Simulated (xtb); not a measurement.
Cd(I)(SH) (CdHIS), SMILES [I][Cd][SH]. All values are semi-empirical tight-binding results from xtb (GFN2-xTB unless named), good for trends rather than for accurate numbers. Geometry: GFN2-xTB. One conformer was computed; it need not be the lowest.

Optimised geometry:

Bonds (Å): Cd1–I2 2.663, Cd1–S3 2.377, S3–H4 1.324. Angles (°): I2–Cd1–S3 130.0, Cd1–S3–H4 100.1.
Charge 0, spin multiplicity 1.

For metal compounds this method's bond lengths and energies can be far off.

```
Item                                           Result
-------------------------------------  --------------
point group as xtb finds it                        Cs
orbital gap                                   2.88 eV
zero-point energy                        5.3 kcal/mol
G − E(el) at 298.15 K (modified RRHO)  -15.3 kcal/mol
```

Task: Give the atomic charges and the Wiberg bond orders between heavy atoms. (Estimate from the structure and the level; the computed values follow.)

Result: charges (e) Cd1 0.34, I2 -0.17, S3 -0.36, H4 0.18. Bond orders Cd1–I2 1.00, Cd1–S3 0.92.
